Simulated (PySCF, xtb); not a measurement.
4-fluoro-2-phenylthiophene (C₁₀H₇FS), SMILES Fc1csc(-c2ccccc2)c1.

GFN2-xTB (xtb) at its own geometry gives an orbital gap of 2.98 eV and a dipole moment of 2.11 D.

Coordinates come from a B3LYP-D3(BJ)/def2-SVP optimisation. One conformer was computed; it need not be the lowest.

What does PBE/def2-SVP (PySCF) give? (Estimate from the structure and the level; the computed values follow.)

gap 3.28 eV (levels -5.36 and -2.08 eV), dipole 1.18 D.
